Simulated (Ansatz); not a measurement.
System: sum formula GaBr₂F, charge 0, multiplicity 1. 
Coordinates optimised at B3LYP-D3(BJ)/def2-TZVP (Ansatz, a quantum-chemistry and plane-wave program):
```
Ga
F 1 1.7476
Br 1 2.2667 2 117.80
Br 1 2.2667 2 117.80 3 -180.00
```
Charge 0, spin multiplicity 1.

Basis-set convergence of Hartree-Fock and CCSD correlation energies (hartree) with Ansatz. Cores are frozen in the correlated levels unless marked. No spin-orbit coupling. The frozen core is the preceding noble-gas configuration, with the filled d and f shells of earlier blocks. Non-relativistic.

```csv
basis,functions,E(HF),"E(corr, CCSD)"
aug-cc-pVDZ,131,-7167.61681,-0.52838
aug-cc-pVTZ,223,-7167.86480,-0.67812
aug-cc-pVQZ,359,-7167.88125,-0.73153
```

Extrapolating the two largest sets (X = 3 and 4) as X^-3: E(corr) = (64·(-0.73153) - 27·(-0.67812))/37 = -0.7705 Eh, an estimate of the basis-set limit. The largest set recovers 94.9 % of it, the smallest 68.6 %.
